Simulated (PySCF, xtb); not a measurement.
NbO2F, SMILES [O]=[Nb]([F])=[O], multiplicity 1.

Harmonic wavenumbers (cm⁻¹) from xtb with GFN2-xTB at its own minimum, in rising order: 184, 205, 262, 375, 736, 740.

**Question.** What does PBE-D3(BJ)/def2-TZVP (PySCF) give at its own minimum? (The exact figures need the calculation; the answer reports its results.)

**Answer.** 179, 215, 335, 645, 939, 978. Paired by order, the mean absolute difference is 133 cm⁻¹ and the zero-point energies are 3.6 and 4.7 kcal/mol.
